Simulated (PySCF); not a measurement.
## C₆ coefficients of unlike pairs at UHF

Calculated with PySCF 2.14 from the dipole response of each species, C₆(A,B) = (3/π) ∫ α_A(iu) α_B(iu) du, in atomic units, from isotropic polarisabilities. For ions this is the dispersion term alone; charge-induced terms of lower order in 1/R come first.

```tsv
species	configuration	basis	relativity	α (bohr³)	C₆ (like pair)
F	[He] 2s2 2p5 (2P)	def2-QZVPPD (8s5p4d2f1g)	none	3.282	8.475
Ni³⁺	[Ar] 3d7 (4F)	x2c-TZVPPall with one added diffuse shell each of s, p, d, f type (7s6p5d3f1g)	spin-free X2C	1.501	3.466
Se²⁺	[Ar] 3d10 4s2 4p2 (3P)	def2-TZVPPD (7s6p5d1f)	none	9.904	46.03
W²⁺	[Xe] 4f14 5d4 (5D)	x2c-TZVPPall with one added diffuse shell each of s, p, d, f type (12s8p8d4f1g)	spin-free X2C	12.32	73.76
```

Estimate C₆ for W²⁺ with Ni³⁺.

The integral gives 14.45. The combination rule 2 C_A C_B / (C_A α_B/α_A + C_B α_A/α_B) gives 13.66 and the geometric mean 15.99.

No spin-orbit coupling is included.

The other pairs:

```tsv
pair	C₆
W²⁺, F	24.68
Se²⁺, F	19.03
Ni³⁺, F	5.149
Se²⁺, Ni³⁺	10.65
W²⁺, Se²⁺	57.72
```
